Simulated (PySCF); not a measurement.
Molecule: C5H5, SMILES [CH]1C=CC=C1, doublet. Atoms near the plane z = 0.0 Å, at the PBE0/def2-SVP optimised geometry (x, y, z in Å): C1 (-0.7, -1.2, 0.0), C2 (0.8, -1.2, 0.0), C3 (1.2, 0.1, 0.0), C4 (0.0, 1.0, 0.0), C5 (-1.1, 0.2, 0.0), H6 (-1.3, -2.1, 0.0), H7 (1.4, -2.1, 0.0), H8 (2.2, 0.5, 0.0), H9 (0.0, 2.1, 0.0), H10 (-2.2, 0.5, 0.0).

Level of theory: unrestricted PBE0/def2-TZVP in PySCF. Cells within 0.4 Å of a nucleus heavier than hydrogen are left out (blank, or x). The values are rescaled to run from 0 to 1.

```
|1111111111111111111111111|
|1111111111111111111111111|
|1111111111111111111111111|
|1111111111111111111111111|
|1111111111111111111111111|
|1111111111111111111111111|
|1111111111123111111111111|
|1111111111149411111111111|
|1111111111148311111111111|
|11111111112xx321111111111|
|111111342289x762353111111|
|111111697x85257x796111111|
|11111124xx31013xx42111111|
|1111111127610169211111111|
|1111111126822277211111111|
|1111111113xx8xxx111111111|
|1111111137x464x7411111111|
|1111111159511139611111111|
|1111111124211123211111111|
|1111111111111111111111111|
|1111111111111111111111111|
|1111111111111111111111111|
|1111111111111111111111111|
|1111111111111111111111111|
|1111111111111111111111111|
```
Scale: ten equal steps from 0.000 (start of '0') to 1.00 (end of '9'), in the order '0123456789'; x runs from -4.50 to 4.50, y from -4.50 (bottom) to 4.50 (top).

**Question.** Which quantity is mapped?
A) Laplacian of the electron density
B) log10 of the electron density
C) electrostatic potential
D) deformation density (molecule minus spherical neutral atoms)

**Answer.** D, deformation density (molecule minus spherical neutral atoms). In full: deformation density (molecule minus spherical neutral atoms) (e/bohr³).
